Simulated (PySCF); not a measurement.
C3H7FSi2. Atoms are numbered in the order given.

```xyz
13

Si     0.3735    -2.4769     0.0000
F     -1.1803    -2.9605     0.0000
C      0.4325    -0.6512     0.0000
C      0.4903     0.5727     0.0000
Si     0.5288     2.4190     0.0000
C     -1.2274     3.0877     0.0000
H      1.0182    -3.0032     1.2280
H      1.0182    -3.0032    -1.2280
H      1.2739     2.8641     1.2116
H      1.2739     2.8641    -1.2116
H     -1.7735     2.7443     0.8922
H     -1.2190     4.1895     0.0000
H     -1.7735     2.7443    -0.8922
```
Charge 0, spin multiplicity 1.

The structure is a stationary point at B3LYP-D3(BJ)/def2-SVP. This is a generated structure with no PubChem entry under its InChIKey; it may be hypothetical.

The numbers are results of PBE0/pcSseg-1 (PySCF), not measurements.

GIAO shieldings, no solvent; atoms alike by connectivity are averaged. δ = σ(ref) − σ: ²⁹Si against TMS (σ = 352.7 ppm); ¹⁹F against CFCl3 (σ = 167.2 ppm); ¹³C against TMS (σ = 186.3 ppm); ¹H against TMS (σ = 31.56 ppm), references at their B3LYP-D3(BJ)/def2-TZVP geometries, non-relativistic.

Computed chemical shifts:
```tsv
nucleus	atoms	count	δ (ppm)
²⁹Si	Si1	1	-31.2
²⁹Si	Si5	1	-64.7
¹⁹F	F2	1	-219.8
¹³C	C4	1	123.4
¹³C	C3	1	116.9
¹³C	C6	1	-3.8
¹H	H7, H8	2	5.30
¹H	H9, H10	2	4.60
¹H	H11, H12, H13	3	0.72
```
